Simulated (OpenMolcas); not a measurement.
## 5d³ along the 71-electron sequence

```
Program             : OpenMolcas 26.06
Method              : CASSCF
Basis               : ANO-RCC-VTZP
Scalar Hamiltonian  : DKH2, point nucleus
Spin-orbit coupling : state interaction with AMFI integrals over the reference wave functions, term energies averaged over their components
```

Active space for each ion: 3 electrons in 5 orbitals (5d).

Computed levels in cm-1 above ⁴F_3/2:

| Level | Re4+ | Os5+ | Ir6+ | Pt7+ |
| --- | --- | --- | --- | --- |
| ⁴F_5/2 | 4570 | 6109 | 7950 | 9904 |
| ⁴F_7/2 | 8860 | 11414 | 14347 | 17321 |
| ⁴P_1/2 | 17051 | 19333 | 22009 | 24717 |
| ²G_7/2 | 21252 | 24876 | 29200 | 33663 |
| ²H_9/2 | 21894 | 25653 | 30226 | 35007 |
| ⁴P_5/2 | 23123 | 27052 | 31568 | 36090 |
| ²P_1/2 | 27937 | 32606 | 38049 | 43571 |
| ²H_11/2 | 29725 | 34635 | 40328 | 46088 |
| ²D_5/2(1) | 32683 | 38079 | 44285 | 50513 |
| weight of ⁴F in the lowest level (%) | 89 | 86 | 83 | 80 |

Mixed levels, with the weight of the term that names them: Re4+ ²H_9/2 (57 %), Os5+ ⁴P_1/2 (75 %), Os5+ ²H_9/2 (58 %), Os5+ ²P_1/2 (75 %), Ir6+ ⁴P_1/2 (73 %), Ir6+ ²H_9/2 (57 %), Ir6+ ²P_1/2 (73 %), Pt7+ ⁴P_1/2 (71 %), Pt7+ ²H_9/2 (56 %), Pt7+ ²P_1/2 (71 %).

Measured, with the error of the calculation in %. Measured levels: Re4+ from the list in Brasseur, Gamrath and Quinet, At. Data Nucl. Data Tables 157, 101636 (2024); Os5+ from the list in Brasseur, Palmeri and Quinet, Atoms 13, 11 (2025).

| Level | Re4+ | Os5+ |
| --- | --- | --- |
| ⁴F_5/2 | 4853 (-5.8) | 6397 (-4.5) |
| ⁴F_7/2 | 8973 (-1.3) | 11444 (-0.3) |
| ⁴P_1/2 | 14325 (+19.0) | 16772 (+15.3) |
| ²G_7/2 | 19013 (+11.8) | 22920 (+8.5) |
| ²H_9/2 | 19967 (+9.6) | 24028 (+6.8) |
| ⁴P_5/2 | 20922 (+10.5) | 24828 (+9.0) |
| ²P_1/2 | 23669 (+18.0) | 28860 (+13.0) |
| ²H_11/2 | 27077 (+9.8) | 32156 (+7.7) |
| ²D_5/2(1) | 28739 (+13.7) | 34418 (+10.6) |

The fine-structure level ⁴F_7/2 changes by a factor of 1.95 from Re4+ to Pt7+. Its fourth root runs 9.70, 10.34, 10.94, 11.47, with steps per unit of Z of 0.63, 0.61, 0.53; equal steps would mean a (Z - σ)^4 law with constant σ.

⁴P_1/2 changes by a factor of 1.45 over the same range, with steps per unit of Z of +2280, +2680, +2710 cm-1.

Without dynamic correlation excited terms often stand tens of per cent too high (terms of higher spin than the ground term too low), and those without a measured partner can miss by more than the paired ones. Measured partners are found by configuration, term and J. A level has none where our copy of the source lacks it or the pairing is in doubt (some pairs that miss far off the trend of their configuration count as doubtful), and it then counts in no deviation. Levels of configurations outside the active space are missing.

A number in round brackets counts repeated terms of one configuration in the order of the reference energies.
